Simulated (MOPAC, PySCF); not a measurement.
H6AlN3, SMILES `[NH2][Al]([NH2])[NH2]`, neutral singlet in the gas phase. 

Z-matrix (Å, degrees):
```
Al
N 1 1.7710
H 2 1.0059 1 124.97
H 2 1.0059 3 110.06 1 -179.99
N 1 1.7710 2 120.00 3 167.45
H 5 1.0059 1 124.97 2 -12.58
H 5 1.0059 6 110.06 1 179.99
N 1 1.7710 2 120.00 3 -12.57
H 8 1.0059 1 124.97 2 167.43
H 8 1.0059 9 110.06 1 180.00
```
Charge 0, multiplicity 1.

All levels are single points at this geometry (PBE0-D3(BJ)/def2-TZVP); Pople sets use spherical d functions. Orbital energies aren't observables, and empty levels follow the basis.

```tsv
level	HOMO (eV)	LUMO (eV)	gap (eV)	dipole (D)	vertical IE, Delta-SCF (eV)
ωB97X-D3(BJ)/def2-TZVP in PySCF	-9.29	2.11	11.41	0.00	–
B3LYP/6-31G* in PySCF	-5.98	0.55	6.53	0.00	8.37
B3LYP/LANL2DZ in PySCF	-6.15	0.83	6.98	0.00	–
BP86/6-31G* in PySCF	-4.87	0.04	4.91	0.00	–
M06-2X/6-31G* in PySCF	-7.73	1.50	9.22	0.00	–
SVWN5/6-31G* in PySCF	-4.87	-0.11	4.76	0.00	–
HF/6-31G* in PySCF	-9.99	3.69	13.68	0.00	7.89
PM3 in MOPAC	-8.47	-0.44	8.04	0.00	–
PM7 in MOPAC	-10.05	3.50	13.55	0.00	–
```
